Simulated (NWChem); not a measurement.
C$_{2}$H$_{5}$O$_{2}$, doublet; SMILES O[CH]CO

```xyz
9

O      0.5006    -1.3741    -0.2259
C     -0.5977    -0.6878     0.2404
C     -0.5946     0.7465    -0.1616
O      0.6066     1.4146     0.1905
H      0.4671    -2.2896     0.1032
H     -1.5409    -1.2485     0.3781
H     -0.7856     0.8362    -1.2711
H     -1.4396     1.2659     0.3384
H      1.3242     0.8006    -0.0566
```
Atoms are numbered in this order, from 1.

Program: NWChem. Pople sets run with spherical d functions. Spin-unrestricted. Geometry: optimised at PBE-D3(BJ)/def2-SVP, spin-unrestricted. No stability test was run on the SCF state. B3LYP is NWChem's, with the RPA form of VWN correlation. Vzz is the largest principal value of the second derivative of the potential at the nucleus (NWChem prints the opposite sign); η is the asymmetry. Non-relativistic.

For level B3LYP/6-31G*:

```
Quantity       Value
-------------  -----
Vzz O1 (a.u.)  1.504
```

Problem. Estimate the same quantities for level PBE0/def2-TZVP.

Solution. 
| Item | Result |
|---|---|
| Vzz O1 (a.u.) | 1.544 |
